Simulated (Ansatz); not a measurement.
A structure relaxed at r2SCAN-D4/def2-TZVPD in Ansatz, charge -1, doublet:

Cartesian coordinates in Å:
```
Cs 2.943 -0.226 0.071
Cs -1.677 -2.409 0.335
Cs -1.263 2.625 -0.401
H 1.103 -2.293 0.355
H -2.576 0.195 -0.064
H 1.470 2.108 -0.296
```

(1) Give its formula and point group.

(2) Summarise the bond lengths by kind (pairs closer than 1.2 times the sum of covalent radii, bridged metal pairs left out).

Results:

(1) the cluster Cs3H3⁻. Point group D3h (tolerance 0.1 Å).

(2) 6 × Cs–H 2.78 Å.

In the def2 sets Cs takes a core potential; there is no spin–orbit coupling. The highest occupied level of the charge -1 doublet lies above zero (up to 0.78 eV). The electron is either unbound and held by the finite basis, or the level is raised by self-interaction error. The gap within one spin of the charge -1 doublet nearly closes, so an electron or hole may be smeared out by delocalisation error. Another isomer (doublet) lies 0.54 eV lower at PBE0-D4/def2-TZVPD; other spin states weren't run for this one.
